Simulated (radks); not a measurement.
Results of a calculation; reference values are marked as such.
The antimony anion Sb- inside a hard spherical wall (all orbitals vanish at R), configuration held at [Kr] 4d10 5s2 5p4 and not refilled when levels cross. Level of theory: scalar-relativistic Kohn-Sham, LDA (Slater exchange, VWN5 correlation), spin-unpolarised, spherical densities, point nucleus (a radial shooting solver on a logarithmic mesh with Libxc functionals). Eigenvalues in eV, with the zero of energy where the potential of the charges vanishes at infinity; a dash marks a level that is unbound or too diffuse for the functional's potential to be trusted. A positive occupied level is held by the wall or, in an anion where self-interaction has pushed it up, behind a barrier. The pressure on the wall is -dE/dV.

R (bohr)  E (hartree)  kinetic (hartree)    e(4p)    e(4d)   e(5s)   e(5p)  e(6s, empty)  e(5d, empty)  pressure (GPa)
20        -6476.06021           6771.562  -95.096  -27.053  -6.854   0.739         2.111         2.738        < 0.0001
12        -6476.05884           6771.570  -94.919  -26.877  -6.694   0.883         3.301         4.799          0.0136
10        -6476.05527           6771.588  -94.652  -26.611  -6.461   1.095         4.222         5.911          0.0780
8         -6476.03942           6771.664  -93.910  -25.874  -5.844   1.692         6.342         7.828           0.584
7         -6476.01389           6771.779  -93.089  -25.062  -5.190   2.370         8.582         9.478            1.85
6         -6475.94868           6772.059  -91.584  -23.581  -4.023   3.668        12.755        12.168            6.71
5         -6475.76206           6772.813  -88.684  -20.747  -1.745   6.394        21.338        17.128            29.2
4         -6475.14209           6775.106  -82.802  -15.073   3.451  12.910        41.315        27.827             163
2.5       -6468.11067           6798.997  -54.914   11.656  41.179  59.070        166.97        92.174            5260
2         -6454.99440           6841.826  -25.789   41.641  98.849  125.34        321.27        171.31           26500
